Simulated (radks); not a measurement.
Spherical jellium clusters: N electrons in a uniform positive sphere of charge N and radius rs N^(1/3), rs = 4.79 bohr. Calculated with a radial shooting solver with Libxc functionals: non-relativistic Kohn-Sham, PBE, spin-polarised, spherical densities. Levels are named by radial order and angular momentum (1s, 1p, 1d, 2s, ...), and open shells are averaged over m.

N = 5, configuration 1s2 1p(up 3, down 0). This is the lowest configuration that the search found. Occupied levels:

level    occupation  eigenvalue (eV)  <r> (bohr)
1s up             1          -3.7136       5.848
1s down           1          -3.1598       5.176
1p up             3          -2.6839       6.894

Energy (eV): total -8.60191, kinetic 6.8704, external -97.718, Hartree 48.151, exchange-correlation -15.738, background 49.833.
